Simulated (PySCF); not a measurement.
# Levels of Sn⁴⁷⁺ from EOM-EA-GCCSD

Reference: closed-shell Sn⁴⁸⁺, 1s2; one electron is added. Calculated with PySCF 2.14, two-component X2C-1e with screened spin-orbit coupling, an uncontracted even-tempered set (16 s from 12 bohr⁻², ratio 2.6; 12 p from 15 bohr⁻², ratio 2.6; 6 d from 16 bohr⁻², ratio 2.8; 3 f from 670 bohr⁻², ratio 2.8); frozen nothing; the 32 highest virtual spinors dropped; of the others 52 kept and the rest restored at second order. No Breit or QED terms. Binding energies in eV.

```
level  Koopmans  second order  EOM-CCSD
2s1/2    8313.0        8313.2    8313.2
2p1/2    8208.5        8208.9    8208.9
2p3/2    7933.7        7934.1    7934.1
```

Electric-dipole lines between these computed levels:

| lower | upper | ΔE (eV) | vacuum wavelength (nm) |
| --- | --- | --- | --- |
| 2s1/2 | 2p1/2 | 104.36 | 11.88 |
| 2s1/2 | 2p3/2 | 379.15 | 3.270 |

For comparison, the ionisation energy of Sn⁴⁷⁺ is 8307.0 eV (theoretical estimate listed by NIST; NIST Atomic Spectra Database, ionization energies).

Only part of the computed levels is shown.
